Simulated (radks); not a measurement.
Task: Neutral ruthenium: order these configurations by energy. All-electron calculation, Dirac Kohn-Sham, BLYP, spin-unpolarised, spherical densities, finite nucleus; Fermi nuclear charge, rms radius of each element as measured or else 0.836 A^(1/3) + 0.57 fm. Program: a radial shooting solver on a logarithmic mesh with Libxc functionals. Sub-shells are occupied by j as written (lower j first in brackets). [Kr] 4d(3/2: 3, 5/2: 4) 5p(1/2: 1, 3/2: 0); [Kr] 4d(3/2: 3, 5/2: 4) 5s1; [Kr] 4d(3/2: 4, 5/2: 2) 5s1 5p(1/2: 1, 3/2: 0); [Kr] 4d(3/2: 4, 5/2: 2) 5s2; [Kr] 4d(3/2: 4, 5/2: 3) 5p(1/2: 1, 3/2: 0); [Kr] 4d(3/2: 4, 5/2: 3) 5s1; [Kr] 4d(3/2: 4, 5/2: 4).

Result: From the lowest, in eV above it: [Kr] 4d(3/2: 4, 5/2: 4) 0.000; [Kr] 4d(3/2: 4, 5/2: 3) 5s1 0.070; [Kr] 4d(3/2: 3, 5/2: 4) 5s1 0.392; [Kr] 4d(3/2: 4, 5/2: 2) 5s2 1.484; [Kr] 4d(3/2: 4, 5/2: 3) 5p(1/2: 1, 3/2: 0) 3.459; [Kr] 4d(3/2: 3, 5/2: 4) 5p(1/2: 1, 3/2: 0) 3.786; [Kr] 4d(3/2: 4, 5/2: 2) 5s1 5p(1/2: 1, 3/2: 0) 5.312.
